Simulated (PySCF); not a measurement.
C₆ coefficients of unlike pairs at r2SCAN0

Calculated with PySCF 2.14 from the dipole response of each species, C₆(A,B) = (3/π) ∫ α_A(iu) α_B(iu) du, in atomic units, from isotropic polarisabilities. For ions this is the dispersion term alone; charge-induced terms of lower order in 1/R come first.

| species | configuration | basis | relativity | α (bohr³) | C₆ (like pair) |
| --- | --- | --- | --- | --- | --- |
| F²⁺ | [He] 2s2 2p3 (4S) | aug-cc-pwCVTZ (7s6p4d2f) | none | 1.258 | 1.605 |
| Mg⁺ | [Ne] 3s1 (2S) | aug-cc-pVDZ-DK (5s4p2d) | spin-free X2C | 34.56 | 152.8 |
| Si²⁺ | [Ne] 3s2 (1S) | aug-cc-pV(T+d)Z with one added diffuse shell each of s, p, d, f type (7s6p5d3f) | none | 12.10 | 43.08 |

Q: Estimate C₆ for Mg⁺ with F²⁺.

A: The integral gives 9.827. The combination rule 2 C_A C_B / (C_A α_B/α_A + C_B α_A/α_B) gives 9.878 and the geometric mean 15.66.

No spin-orbit coupling is included.

The other pairs:

| pair | C₆ |
| --- | --- |
| Si²⁺, Mg⁺ | 74.56 |
| Si²⁺, F²⁺ | 6.932 |
